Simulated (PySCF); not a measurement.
C3H5NOSi, SMILES C1[Si@@H](O)N=CC=1.

The structure is a stationary point at B3LYP-D3(BJ)/def2-SVP. The structure was generated by enumeration; whether it is a known compound was not checked. Other conformers were not sampled.

Method: SMD-ωB97X/6-31G* (PySCF).

Solvation free energies are E(SMD) − E(gas) at the gas-phase geometry, for 1 M in both phases. In vacuum the dipole moment is 2.97 D.

Computed solvation free energies in water, 1-octanol, ethylethanoate:
| solvent | ΔG(solv) (kcal/mol) | its non-electrostatic (CDS) part | dipole (D) |
|---|---|---|---|
| water | -7.2 | 3.0 | 4.06 |
| 1-octanol | -7.0 | 1.4 | 3.87 |
| ethylethanoate | -6.0 | -0.6 | 3.69 |
